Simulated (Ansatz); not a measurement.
## Pulling the pair apart

The pair of Ag⁺ (SMILES [Ag+], atom 1) and H$_{2}$O (SMILES O, atoms 2–4), both closed shells, in one local arrangement (a lower one may exist), relaxed at PBE0-D4/def2-TZVP:

Ag1  (-0.067, -0.024, -1.943)
O2  (0.009, 0.003, 0.269)
H3  (-0.538, 0.542, 0.850)
H4  (0.596, -0.521, 0.824)
(Å)

H$_{2}$O is shifted rigidly along the line between the mean atom positions of the two fragments (negative: closer). Counterpoise interaction energies in kJ/mol. Computed with Ansatz 0.2.0 (basis: def2-TZVPPD); correlated methods freeze the cores. Filled d shells of the heavier atoms are correlated. Core potentials replace the inner electrons of the atoms past krypton.

| shift (Å) | PBE0-D4 | r2SCAN-D4 | wB97M-V |
| --- | --- | --- | --- |
| -0.22 | -110.6 | -125.5 | -103.5 |
| -0.11 | -125.6 | -138.8 | -120.5 |
| 0.00 | -129.1 | -140.8 | -125.4 |
| 0.11 | -126.3 | -136.5 | -123.3 |
| 0.27 | -116.9 | -125.2 | -114.5 |
| 0.55 | -94.9 | -100.3 | -92.9 |
| 1.11 | -61.0 | -62.6 | -59.3 |
| 2.21 | -29.9 | -29.7 | -29.5 |

Q: What does CCSD(T) give at these shifts? (An estimate is asked for; the value comes from the calculation.)

A: By the calculation: -93.1, -110.4, -115.5, -113.9, -106.1, -86.8, -56.7, -28.8 kJ/mol. For zero shift, CCSD(T) at an estimated basis limit (MP2 extrapolated from triple and quadruple zeta, plus CCSD(T) − MP2 in triple zeta) gives -127.5 kJ/mol. These are counterpoise interaction energies, counted from the two frozen fragments.

The T1 diagnostic stays at or below 0.012.

For scale, one of the runs: CCSD(T)/def2-TZVPPD, 130 basis functions, launched by `ansatz run in.yaml --threads 2 --pin off --events-out ev --progress --plain --max-ram 5222MiB`. Hardware: 2 CPU threads of an Arm Neoverse V1, shared host. Wall time about 8.5 s.
